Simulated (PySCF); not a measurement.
Compounds:

A. SMILES C=CC1=C(CC)C=CC=CB1
B. SMILES C=C[C@@H]1C=CC=C1OC(C)=O
C. `InChI=1S/C9H10O2/c1-7-4-3-5-8(6-7)9(10)11-2/h3-6H,1-2H3`

Spectrum 1. 13C{1H} NMR (computed): δ 167.7 (C), 166.3 (C), 160.3 (CH), 153.9 (CH), 149.6 (CH), 147.5 (CH), 141.2 (CH), 132.2 (CH2), 36.1 (CH2), 17.6 (CH3).

Spectrum 2. 13C{1H} NMR (computed): δ 170.1 (C), 143.0 (C), 139.2 (CH), 137.7 (CH), 133.6 (C), 133.1 (CH), 132.4 (CH), 52.2 (CH3), 23.1 (CH3).

Spectrum 3. 13C{1H} NMR (computed): δ 172.1 (C), 168.2 (C), 143.0 (CH), 138.9 (CH), 138.7 (CH), 130.4 (CH2), 119.9 (CH), 57.4 (CH), 22.4 (CH3).

PySCF calculation with PBE0/pcSseg-1 with gauge-including orbitals, J couplings at B3LYP/pcJ-1 (spin–dipole term left out of most H,H and C,H couplings) and geometry: PBE0-D3(BJ)/def2-SVP; single conformer, rapidly exchanging positions averaged, no relativistic terms, gas phase.

Scale: 13C (184.41 ppm) against TMS (reference shieldings calculated alike). Carbons bonded to boron are broad in practice. Shifts are as computed. Against solution values, carbons near 30 ppm lie about +2 ppm off and those near 130 ppm about +5 ppm (rms about the fit 1.9 ppm; single classes can miss by 10 ppm). Of 1328 compounds with measured shifts, 309 miss one by over three times the rms of a fit or turn the order of signals round; such compounds aren't used in these exercises. Signals without a measured value on file couldn't be tested in this way; 1H shifts scatter by 0.2 ppm about their fit, and single ones miss by 0.5 ppm.

Which spectrum belongs to which compound?

Answers

1–A, 2–C, 3–B.

- Spectrum 1 (A): 10 13C signals; δC 160.3 is an alkene CH; δC 153.9 is an alkene CH.
- Spectrum 2 (C): 9 13C signals; δC 170.1 is an ester carbonyl carbon; δC 139.2 is an aromatic CH.
- Spectrum 3 (B): 9 13C signals; δC 172.1 is an ester carbonyl carbon; δC 168.2 is an alkene carbon bearing oxygen.
